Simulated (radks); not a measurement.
The numbers below are computed, except where a source is named.
All-electron atom: the holmium ion Ho3+ in [Kr] 4d10 4f10 5s2 5p4 6s2 (not the ground configuration).

Level of theory: scalar-relativistic Kohn-Sham, r2SCAN, spin-polarised, spherical densities, finite nucleus; open shells are filled with parallel spins first (spin-orbit coupling, left out, can overturn this in heavy ions); meta-GGA in the generalised Kohn-Sham scheme; Fermi nuclear charge, rms radius 5.2022 fm (a radial shooting solver on a logarithmic mesh with Libxc functionals).

Energy parts (eV):
| part | energy |
|---|---|
| total | -343205.09 |
| kinetic | 371139.98 |
| electron-nucleus | -838257.52 |
| Hartree | 131238.98 |
| exchange-correlation | -7326.53 |

Orbitals (lengths in bohr, moments of r in powers of bohr; <r^-3> diverges for s and p1/2; r(90%) holds 90 % of the orbital's charge):
orbital,occ.,eigenvalue (eV),r(90%),<r^2>,<r^-3>
1s up,1,-55614.06,0.0376,0.0005884,-
1s down,1,-55613.80,0.0376,0.0005884,-
2s up,1,-9363.154,0.136,0.009167,-
2s down,1,-9363.101,0.136,0.009167,-
2p up,3,-8297.075,0.127,0.007443,13550
2p down,3,-8296.896,0.127,0.007443,13550
3s up,1,-2136.247,0.337,0.06025,-
3s down,1,-2133.923,0.336,0.06018,-
3p up,3,-1808.803,0.342,0.06065,2909
3p down,3,-1806.432,0.342,0.06056,2914
3d up,5,-1392.831,0.323,0.05079,386.1
3d down,5,-1390.958,0.323,0.05068,386.8
4s up,1,-465.0474,0.744,0.3036,-
4s down,1,-459.9035,0.745,0.3037,-
4p up,3,-356.6802,0.799,0.3434,650.8
4p down,3,-351.5822,0.799,0.3434,648.9
4d up,5,-209.6459,0.893,0.4106,72.91
4d down,5,-204.4835,0.893,0.4102,72.75
5s up,1,-94.4557,1.75,1.677,-
5s down,1,-88.7667,1.77,1.710,-
5p up,3,-66.8360,2.01,2.187,99.23
5p down,1,-61.9379,2.07,2.288,93.99
4f up,7,-49.1667,1.28,0.7297,10.70
4f down,3,-43.9597,1.30,0.7540,10.60
5d up,0,-32.7178,2.81,4.051,7.136
5d down,0,-30.0000,3.00,4.555,5.986
6s up,1,-27.8696,3.97,8.827,-
6s down,1,-27.4222,4.03,9.128,-
6p up,0,-21.0176,4.52,11.51,18.93
6p down,0,-20.6859,4.61,11.90,18.98

The highest occupied level is 6s down at -27.422 eV. The configuration is held as typed, so some empty levels lie below it. The electron density at the nucleus is 8.472e+05 e/bohr^3 (large components only). The spin density at the nucleus is 4.20 e/bohr^3 (1s -2.13, 2s 0.32, 3s -13.86, 4s 7.14, 5s 8.55, 6s 4.18). The density falls to 0.001 e/bohr^3 at r = 4.25 bohr. Summed over all electrons, <r^2> = 45.39 bohr^2, which gives a Langevin (diamagnetic) susceptibility term of -35.9 x 10^-6 cm^3/mol. Spin moment in Bohr magnetons: 6.
